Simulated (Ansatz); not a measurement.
Consider the atomization: `C[CH](F)[GaH][NH2]` → 2 C• + F• + Ga• + 7 H• + N•.

Computed with Ansatz on PBE0-D4/def2-TZVP structures; ΔE is electronic, products minus reactants. CBS: MP2 limit from def2 TZ/QZ plus the TZ coupled-cluster correction, frozen cores. This one scheme is used for every species, atoms too. Functionals use def2-TZVPP. Open shells (•) are unrestricted, without spin–orbit coupling. Spin–orbit coupling would lower the free atoms: a little for C, F; clearly for Ga. Bonds to Ga are less sure, by a few kJ/mol each and by 10 to 20 or more in all where they break to atoms, as the def2 sets lack core-valence functions. Scalar relativity is left out up to krypton. Each species was taken in one conformer, which may not be the lowest.

| level | ΔE (eV) |
| --- | --- |
| PBE-D4 | 43.98 |
| ωB97X-V | 43.33 |
| HF/def2-TZVPP | 30.69 |
| CCSD/def2-TZVPP | 41.55 |

What does CCSD(T)/CBS give? (Estimate.)

Ansatz gave: +43.27 eV. The listed levels differ from it by 0.71, 0.06, -12.58, -1.72 eV.

Largest T1 diagnostic among the species: 0.013.

From PBE to PBE0 (25 % exact exchange), in def2-TZVPP and without D4, ΔE moves by −0.80 eV: exact exchange takes away binding that semilocal exchange gives to molecules. The D4 term adds +0.37 eV with B3LYP and +0.19 eV with PBE0; it sums over pairs of atoms, weighted by their polarisabilities, and B3LYP, whose exchange is more repulsive, gets the larger term. In def2-TZVPP, CCSD(T) changes the Hartree–Fock value by +11.49 eV (the triples alone add +0.63 eV) and MP2 by +12.07 eV; breaking electron pairs costs correlation energy, which Hartree–Fock lacks.

B3LYP here is the variant with VWN-RPA as its local correlation; programs differ in this.

For atomizations the MP2-based limit and the directly extrapolated one differ by several kJ/mol either way, and by 10 to 25 for some Ge, Se and Sn compounds, so smaller differences from it don't rank the levels.
